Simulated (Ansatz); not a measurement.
The B1–H2 bond of BH3O (SMILES BO) is stretched (multiplicity 1, the rest rigid).
Geometry at rest (charge 0, multiplicity 1):
```xyz
5

B     -0.4484    -0.5534     0.0610
H     -0.3382    -1.3375     0.9518
H     -1.3024    -0.6419    -0.7734
O      0.4452     0.4596     0.0279
H      0.3210     1.0699    -0.7069
```

Correlated levels freeze the cores.

Run with Ansatz (Gaussian basis) for Hartree–Fock, density functionals and correlated methods. Each number belongs to the level named beside it.

FIC-MRCISD+Q on CASSCF(2,2)/cc-pVTZ, total energies (hartree):

```tsv
R (Å)	CASSCF	MRCISD	weight c² of the reference
1.192	-101.382147	-101.713320	0.92001
2.086	-101.289712	-101.610322	0.92034
3.814	-101.226376	-101.540421	0.92229
```

Problem. Add the Davidson correction (E_MRCISD − E_CASSCF)(1 − c²)/c² and give the energies above the first point at the three levels.

Solution. 
Corrections (hartree): -0.028792, -0.027751, -0.026462. Above the first point (kcal/mol):
- R = 2.086 Å: CASSCF 58.0, MRCISD 64.6, with the correction 65.3
- R = 3.814 Å: CASSCF 97.7, MRCISD 108.5, with the correction 110.0

Ansatz is an electronic-structure program.
